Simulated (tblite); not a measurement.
Compound: C3H4ClOSi (doublet state).
Atom-mapped SMILES: `[CH2:1]=[C:2]([Cl:3])[C:4](=[O:5])[SiH2:6]` (hydrogens: H7, H8 on C1; H9, H10 on Si6)

Computed geometry: GFN2-xTB, gas phase. This method treats the open shell by occupation alone, without spin polarisation.

Problem. What internal coordinates does the optimisation give?

Solution. 
| bond | length (Å) |
| --- | --- |
| C1=C2 | 1.331 |
| C2–Cl3 | 1.734 |
| C2–C4 | 1.463 |
| C4=O5 | 1.240 |
| C4–Si6 | 1.856 |
| C1–H7 | 1.076 |
| C1–H8 | 1.075 |
| Si6–H9, Si6–H10 | 1.451 |

Bonds in one row agree within 0.01 Å and their mean is given. A selection of angles:
| angle | degrees |
| --- | --- |
| C2–C1–H7 | 118.5 |
| C2–C1–H8 | 123.1 |
| H7–C1–H8 | 118.5 |
| C1–C2–Cl3 | 121.5 |
| C1–C2–C4 | 124.8 |
| Cl3–C2–C4 | 113.7 |
| C2–C4–O5 | 122.0 |
| C2–C4–Si6 | 120.1 |
| O5–C4–Si6 | 118.0 |
| C4–Si6–H9 | 112.7 |
| C4–Si6–H10 | 129.7 |
| H9–Si6–H10 | 117.7 |

Torsions: C1–C2–C4–O5 0° (synperiplanar).

C4 (carbon bonded to C, O and Si) is planar (angles 122.0°, 120.1° and 118.0°, sum 360.0°, 0.00 Å off the plane of its three neighbours). The 6 heavy atoms lie in one plane (0.000 Å rms). C1 (carbon bonded to C and 2 H) is planar (angles 123.1°, 118.5° and 118.5°, sum 360.0°, 0.00 Å off the plane of its three neighbours). C2 (carbon bonded to 2 C and Cl) is planar (angles 124.8°, 121.5° and 113.7°, sum 360.0°, 0.00 Å off the plane of its three neighbours). Of the pairs four or more bonds apart, O5···H7 is among the closest relative to their van der Waals radii: 2.60 Å, 95 % of the sum of Bondi's values. Si6 (silicon bonded to C and 2 H) is planar (angles 129.7°, 117.7° and 112.7°, sum 360.0°, 0.00 Å off the plane of its three neighbours). The C–C distances run from 1.331 Å (C1=C2, drawn double) to 1.463 Å (C2–C4, drawn single), a spread of 0.132 Å.

Point group: Cs (every atom within 0.08 Å of its image). Its GFN2-xTB frequencies are all real (lowest 56 cm⁻¹).

One conformer stands for the species.
